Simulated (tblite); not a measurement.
Compound: C₅H₁₁OPSi₂.
Atom-mapped SMILES: `[CH3:1][SiH2:2][PH:3][SiH2:4][C:5]#[C:6][C:7]([CH3:8])=[O:9]` (hydrogens: H10, H11, H12 on C1; H13, H14 on Si2; H15 on P3; H16, H17 on Si4; H18, H19, H20 on C8)

Computed with GFN2-xTB (tblite), gas phase: L-BFGS steps from a force-field or distance-geometry start until the largest atomic force falls under 0.01 eV/Å.

Step 126: E = -714.9787 eV
```
atom  x, y, z in Å  |  force x, y, z in eV/Å
C1     -4.5702    1.0063   -0.7626    0.011  -0.003  -0.011
Si2    -3.4168   -0.2701    0.0387   -0.010  -0.006  -0.008
P3     -1.4075   -0.0411   -0.9236    0.009   0.000   0.016
Si4    -0.1118   -1.2771    0.4124    0.006   0.003  -0.011
C5      1.5586   -0.4831    0.2968    0.004   0.012   0.021
C6      2.6055    0.1122    0.1800   -0.007  -0.007   0.001
C7      3.8579    0.8089    0.0339    0.005  -0.005  -0.009
C8      4.9881   -0.1094   -0.3602    0.004  -0.025  -0.010
O9      3.9768    1.9966    0.2105   -0.008  -0.012   0.015
H10    -5.5683    0.9667   -0.3370    0.013  -0.013   0.011
H11    -4.1906    2.0171   -0.6326   -0.012  -0.014  -0.005
H12    -4.6563    0.8223   -1.8307    0.002   0.020   0.006
H13    -3.8448   -1.6435   -0.2537   -0.013   0.019   0.024
H14    -3.3739   -0.0823    1.4969   -0.010  -0.009  -0.010
H15    -1.0993    1.1612   -0.3179   -0.009  -0.001  -0.013
H16    -0.4726   -1.3168    1.8356    0.000   0.020  -0.018
H17    -0.0483   -2.6290   -0.1475    0.009  -0.004   0.002
H18     5.1562   -0.8315    0.4379   -0.007   0.000  -0.009
H19     4.7163   -0.6609   -1.2589    0.016   0.013   0.015
H20     5.8955    0.4640   -0.5306   -0.002   0.011  -0.007
```

Step 127: E = -714.9789 eV
```
atom  x, y, z in Å  |  force x, y, z in eV/Å
C1     -4.5703    1.0066   -0.7636   -0.001  -0.012  -0.011
Si2    -3.4157   -0.2672    0.0399   -0.020  -0.008  -0.003
P3     -1.4074   -0.0434   -0.9232    0.020  -0.002   0.003
Si4    -0.1109   -1.2795    0.4119   -0.002  -0.003  -0.013
C5      1.5586   -0.4841    0.2987   -0.007   0.006   0.015
C6      2.6045    0.1122    0.1788    0.013   0.002   0.005
C7      3.8574    0.8085    0.0355    0.011   0.028  -0.008
C8      4.9875   -0.1087   -0.3616    0.008  -0.014  -0.004
O9      3.9778    1.9958    0.2171   -0.017  -0.039   0.011
H10    -5.5688    0.9645   -0.3387    0.020  -0.009   0.011
H11    -4.1929    2.0179   -0.6347   -0.010  -0.003   0.001
H12    -4.6559    0.8221   -1.8314    0.005   0.016   0.000
H13    -3.8436   -1.6412   -0.2483   -0.016   0.013   0.022
H14    -3.3733   -0.0761    1.4974   -0.009  -0.008  -0.006
H15    -1.0970    1.1588   -0.3193   -0.006   0.006  -0.011
H16    -0.4747   -1.3188    1.8339    0.001   0.018  -0.012
H17    -0.0463   -2.6320   -0.1478    0.009   0.004   0.003
H18     5.1548   -0.8320    0.4353   -0.001  -0.004  -0.008
H19     4.7159   -0.6577   -1.2613    0.010   0.004   0.004
H20     5.8949    0.4654   -0.5313   -0.008   0.007  -0.001
```

Step 128: E = -714.9791 eV
```
atom  x, y, z in Å  |  force x, y, z in eV/Å
C1     -4.5705    1.0063   -0.7649   -0.009  -0.010  -0.015
Si2    -3.4149   -0.2645    0.0401   -0.016  -0.016   0.012
P3     -1.4068   -0.0455   -0.9233    0.020  -0.007  -0.012
Si4    -0.1098   -1.2828    0.4102   -0.005  -0.007  -0.005
C5      1.5586   -0.4847    0.3011   -0.010   0.003   0.005
C6      2.6037    0.1122    0.1785    0.020  -0.001   0.011
C7      3.8572    0.8081    0.0377    0.011  -0.003  -0.016
C8      4.9871   -0.1078   -0.3630    0.003  -0.007   0.004
O9      3.9785    1.9941    0.2244   -0.015   0.003   0.017
H10    -5.5691    0.9615   -0.3405    0.019  -0.003   0.014
H11    -4.1948    2.0179   -0.6358   -0.011   0.008   0.006
H12    -4.6561    0.8230   -1.8327    0.008   0.008  -0.010
H13    -3.8440   -1.6391   -0.2412   -0.018   0.005   0.018
H14    -3.3720   -0.0677    1.4969   -0.008  -0.008  -0.006
H15    -1.0954    1.1564   -0.3204    0.000   0.011  -0.007
H16    -0.4758   -1.3199    1.8318    0.000   0.014  -0.009
H17    -0.0434   -2.6366   -0.1474    0.008   0.016   0.004
H18     5.1533   -0.8336    0.4318    0.009  -0.001  -0.011
H19     4.7150   -0.6539   -1.2639    0.008  -0.002  -0.007
H20     5.8941    0.4675   -0.5319   -0.014  -0.003   0.006
```

Step 129: E = -714.9793 eV
```
atom  x, y, z in Å  |  force x, y, z in eV/Å
C1     -4.5689    1.0054   -0.7704   -0.005  -0.004  -0.023
Si2    -3.4138   -0.2582    0.0461   -0.005  -0.010   0.013
P3     -1.4062   -0.0500   -0.9223    0.005  -0.007  -0.017
Si4    -0.1089   -1.2910    0.4070   -0.004  -0.003   0.005
C5      1.5577   -0.4890    0.3011   -0.010  -0.002  -0.001
C6      2.6017    0.1098    0.1787    0.034   0.012   0.014
C7      3.8552    0.8076    0.0450    0.010   0.048   0.003
C8      4.9842   -0.1045   -0.3680   -0.008   0.009   0.013
O9      3.9772    1.9915    0.2488   -0.019  -0.072  -0.002
H10    -5.5680    0.9610   -0.3480    0.008  -0.002   0.018
H11    -4.1951    2.0183   -0.6453   -0.012   0.006   0.004
H12    -4.6523    0.8171   -1.8376    0.012   0.006  -0.003
H13    -3.8441   -1.6351   -0.2190   -0.021  -0.004   0.014
H14    -3.3710   -0.0450    1.5008   -0.004  -0.010  -0.009
H15    -1.0904    1.1518   -0.3215    0.005   0.008  -0.006
H16    -0.4749   -1.3276    1.8283   -0.002   0.010  -0.004
H17    -0.0392   -2.6451   -0.1499    0.005   0.023   0.001
H18     5.1515   -0.8378    0.4201    0.013   0.007  -0.020
H19     4.7096   -0.6418   -1.2732    0.010  -0.004  -0.009
H20     5.8903    0.4734   -0.5334   -0.011  -0.011   0.008
```

**Question.** Estimate the geometry and energy of step 130. (The exact step hangs on the optimiser's Hessian estimate; all steps are aligned on step 129, rigid shifts and turns removed.)

**Answer.** E = -714.9795 eV, largest force 0.026 eV/Å
```
atom  x, y, z in Å  |  force x, y, z in eV/Å
C1     -4.5691    1.0054   -0.7697   -0.004   0.002  -0.018
Si2    -3.4146   -0.2601    0.0437    0.004  -0.009   0.006
P3     -1.4059   -0.0489   -0.9227   -0.004  -0.011  -0.023
Si4    -0.1084   -1.2897    0.4062   -0.003   0.003   0.013
C5      1.5576   -0.4869    0.3006    0.004   0.001  -0.004
C6      2.6031    0.1095    0.1777    0.014  -0.002   0.014
C7      3.8563    0.8073    0.0434   -0.003  -0.014  -0.002
C8      4.9857   -0.1052   -0.3669   -0.011   0.006   0.005
O9      3.9766    1.9907    0.2449   -0.003   0.006   0.009
H10    -5.5671    0.9599   -0.3450    0.002  -0.001   0.012
H11    -4.1953    2.0180   -0.6424   -0.010   0.007   0.005
H12    -4.6537    0.8205   -1.8372    0.008   0.002  -0.006
H13    -3.8465   -1.6359   -0.2216   -0.020  -0.012   0.008
H14    -3.3736   -0.0501    1.4981   -0.001  -0.006   0.006
H15    -1.0933    1.1527   -0.3199    0.007   0.009  -0.004
H16    -0.4750   -1.3225    1.8272   -0.004   0.007   0.000
H17    -0.0369   -2.6449   -0.1470    0.002   0.021  -0.003
H18     5.1521   -0.8373    0.4222    0.015   0.003  -0.013
H19     4.7111   -0.6440   -1.2713    0.012  -0.005  -0.012
H20     5.8917    0.4722   -0.5329   -0.005  -0.008   0.007
```

The energy changes by -0.0002 eV. The first-order estimate −F·Δx gives -0.0003 eV and the mean of the old and new forces, exact on a quadratic surface, -0.0002 eV. The step makes an angle of 81° with the force vector and moves no atom by more than 0.006 Å.

The cost below is that of the whole relaxation. The run took 5.2 s on one thread of an Arm Neoverse N1, no GPU, shared host with 64 logical CPUs at a one-minute load of 61.
